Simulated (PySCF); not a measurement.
## Excitation energy of Cl²⁺ by level of theory

Cl²⁺ [Ne] 3s2 3p3 (4S) → Cl²⁺ [Ne] 3s1 3p3 4s1 (6S), as a difference of total energies. Calculation: PySCF 2.14, in aug-cc-pVDZ-DK (5s4p2d, 27 functions); scalar relativity by spin-free X2C-1e. Correlated levels: valence: [Ne] frozen. The calculations carry no spin-orbit coupling.

```json
{"method": "UHF", "excitation energy (eV)": "28.238"}
{"method": "MP2 (valence)", "excitation energy (eV)": "29.452"}
{"method": "SCS-MP2 (valence)", "excitation energy (eV)": "29.890"}
{"method": "CCSD (valence)", "excitation energy (eV)": "29.749"}
{"method": "CCSD(T) (valence)", "excitation energy (eV)": "29.770"}
{"method": "CCSDT (valence)", "excitation energy (eV)": "29.774"}
```

Q: How much does correlation contribute at CCSD(T) (valence)?

A: 29.770 − (28.238) = 1.532 eV, measured against UHF.

The promoted electron is Rydberg-like, and one or two diffuse shells describe it only roughly, which tends to raise the upper state.
